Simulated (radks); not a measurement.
O IV, configuration [He] 2s2 2p1. Method: scalar-relativistic Kohn-Sham, PBE, spin-polarised, spherical densities, finite nucleus; open shells are filled with parallel spins first; Fermi nuclear charge, rms radius 2.6991 fm; computed with a radial shooting solver on a logarithmic mesh with Libxc functionals.

Radial electron density D(r) = 4 pi r^2 rho(r):

r (bohr)  D(r) (e/bohr)   spin D(r)
0.01878           1.055  -0.0000970
0.02293           1.472   -0.000101
0.02801           2.022  -0.0000636
0.03421           2.730   0.0000750
0.04179           3.607    0.000443
0.05104           4.639     0.00130
0.06234           5.778     0.00314
0.07614           6.919     0.00690
0.093             7.899      0.0143
0.1136            8.512      0.0281
0.1387            8.553      0.0530
0.1695            7.905      0.0955
0.207             6.627       0.164
0.2528            5.006       0.268
0.3088            3.500       0.413
0.3771            2.550       0.595
0.457             2.345       0.789
0.5582            2.702       0.967
0.6817            3.167        1.05
0.8327            3.236       0.992
1.017             2.702       0.787
1.242             1.783       0.508
1.517            0.9005       0.258
1.853            0.3353      0.0990
2.263           0.08696      0.0275
2.765           0.01454     0.00510
3.377          0.001437    0.000576

D(r) has 2 maxima, at r = 0.127, 0.775 bohr, and minima at 0.439 bohr, inside which lie 2.14 electrons.
